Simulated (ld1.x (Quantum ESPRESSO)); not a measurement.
# Transferability test, TM potential for platinum (Pt)

platinum, norm-conserving Troullier–Martins (Kleinman–Bylander form), made with ld1.x (Quantum ESPRESSO) 7.5 (PBE, scalar-relativistic). Core [Kr] 4d10 4f14, reference 5s2 5p6 5d9 6s0 6p1. Waves: 5p (bound): rc 1.95 bohr; 5d (bound): rc 2.30 bohr; 5s (bound): rc 1.30 bohr. Local part: the s channel. Core correction: none.

Occupied shells without a wave of their own: 6p. They enter only through the test configuration that unscreens the potential.

Energies are relative to the spin-unpolarised reference configuration 5s2 5p6 5d9 6s0 6p1; without spin polarisation the order of configurations can differ from experiment.

Question: Give the all-electron excitation energy and the error of the potential for: 5s2 5p6 5d9 6s1 6p0; 5s2 5p6 5d9 6s0 6p0; 5s2 5p6 5d8 6s0 6p0; 5s2 5p6 5d8 6s1 6p1; 5s2 5p6 5d9.5 6s0.5 6p0; 5s2 5p6 5d8 6s1 6p0; 5s2 5p6 5d6 6s0 6p0.

Answer:

```json
{"valence configuration": "5s2 5p6 5d9 6s1 6p0", "charge": "0", "ΔE all-electron (eV)": "-5.049", "error AE − PS (meV)": "+721"}
{"valence configuration": "5s2 5p6 5d9 6s0 6p0", "charge": "+1", "ΔE all-electron (eV)": "4.145", "error AE − PS (meV)": "-124"}
{"valence configuration": "5s2 5p6 5d8 6s0 6p0", "charge": "+2", "ΔE all-electron (eV)": "24.111", "error AE − PS (meV)": "-234"}
{"valence configuration": "5s2 5p6 5d8 6s1 6p1", "charge": "0", "ΔE all-electron (eV)": "1.519", "error AE − PS (meV)": "+961"}
{"valence configuration": "5s2 5p6 5d9.5 6s0.5 6p0", "charge": "0", "ΔE all-electron (eV)": "-5.171", "error AE − PS (meV)": "+320"}
{"valence configuration": "5s2 5p6 5d8 6s1 6p0", "charge": "+1", "ΔE all-electron (eV)": "6.118", "error AE − PS (meV)": "+910"}
{"valence configuration": "5s2 5p6 5d6 6s0 6p0", "charge": "+4", "ΔE all-electron (eV)": "101.980", "error AE − PS (meV)": "-465"}
```

The 6p level has no wave, so the channel is fitted at the deeper level alone: the likely source of the large errors.
